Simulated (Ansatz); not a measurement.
Correlation energies of `N[SiH2][SiH](N)O` by basis set

```xyz
13

N    -1.305    1.413   -1.425
Si   -0.712    1.216    0.178
Si    0.868   -0.504    0.094
N     1.005   -1.238    1.632
O     0.274   -1.447   -1.140
H    -1.367    0.590   -2.003
H    -2.030    2.076   -1.645
H    -1.744    0.853    1.206
H    -0.118    2.497    0.653
H     2.265   -0.105   -0.242
H     1.843   -1.695    1.946
H     0.204   -1.480    2.191
H     0.816   -2.176   -1.445
```

Charge 0, multiplicity 1. The structure was optimised at the PBE0-D4/def2-TZVP level. It is one conformer, not always the lowest. Frozen core, restricted reference, Ansatz. CBS rows extrapolate triple and quadruple zeta; past MP2 they add the triple-zeta difference.

| basis | HF (Eh) | MP2 corr. |
| --- | --- | --- |
| def2-TZVPP | -766.50429 | -0.91861 |
| def2-QZVPP | -766.53234 | -0.98920 |

Task: Estimate the CCSD correlation energy and the (T) correction in each basis where they were run (hartree).

Result: 
| basis | CCSD corr. | (T) |
| --- | --- | --- |
| def2-TZVPP | -0.96547 | -0.03520 |
| CBS(def2) | -1.08833 | as TZ |
